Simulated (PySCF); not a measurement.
Geometry:
```json
{"atom": "N1", "x (Å)": "-1.913", "y (Å)": "0.352", "z (Å)": "-0.418"}
{"atom": "Si2", "x (Å)": "-0.937", "y (Å)": "-0.633", "z (Å)": "0.593"}
{"atom": "O3", "x (Å)": "0.671", "y (Å)": "-0.192", "z (Å)": "0.665"}
{"atom": "Si4", "x (Å)": "1.908", "y (Å)": "0.268", "z (Å)": "-0.335"}
{"atom": "H5", "x (Å)": "-2.158", "y (Å)": "1.304", "z (Å)": "-0.172"}
{"atom": "H6", "x (Å)": "-1.963", "y (Å)": "0.199", "z (Å)": "-1.418"}
{"atom": "H7", "x (Å)": "-1.438", "y (Å)": "-0.538", "z (Å)": "1.989"}
{"atom": "H8", "x (Å)": "-1.017", "y (Å)": "-2.017", "z (Å)": "0.046"}
{"atom": "H9", "x (Å)": "1.843", "y (Å)": "-0.468", "z (Å)": "-1.637"}
{"atom": "H10", "x (Å)": "3.205", "y (Å)": "-0.036", "z (Å)": "0.333"}
{"atom": "H11", "x (Å)": "1.838", "y (Å)": "1.734", "z (Å)": "-0.620"}
```

Level of theory: structure optimised with PBE0-D3(BJ)/def2-SVP, σ from GIAO-PBE0/pcSseg-1, in PySCF (averaged over atoms made equivalent by symmetry, fast rotation or ring inversion, non-relativistic, no solvent, a single conformation).

δ = σ(ref) − σ, references computed at the same level: ¹H and ²⁹Si against TMS; ¹⁵N against NH3; H2O for ¹⁷O.

```json
{"atoms": "H7/H8", "nucleus": "¹H", "count": "2", "δ (ppm)": "4.71"}
{"atoms": "Si2", "nucleus": "²⁹Si", "count": "1", "δ (ppm)": "?"}
{"atoms": "H9/H10/H11", "nucleus": "¹H", "count": "3", "δ (ppm)": "4.97"}
{"atoms": "O3", "nucleus": "¹⁷O", "count": "1", "δ (ppm)": "?"}
{"atoms": "Si4", "nucleus": "²⁹Si", "count": "1", "δ (ppm)": "-42.5"}
{"atoms": "N1", "nucleus": "¹⁵N", "count": "1", "δ (ppm)": "35.8"}
{"atoms": "H5/H6", "nucleus": "¹H", "count": "2", "δ (ppm)": "1.20"}
```

Task: Estimate the values marked ?.

Result: 
- Si2: -37.2 ppm, silicon bonded to N, O, 2 H
- O3: 51.5 ppm, oxygen bonded to 2 Si

Exchangeable OH/NH protons stand at their gas-phase positions; hydrogen bonding in a real sample shifts them, mostly to higher δ. Experimental scales use liquid or dissolved standards, which lie at an offset from isolated NH3 (liquid NH3: subtract about 20 ppm) and H2O (liquid H2O: subtract about 36 ppm).
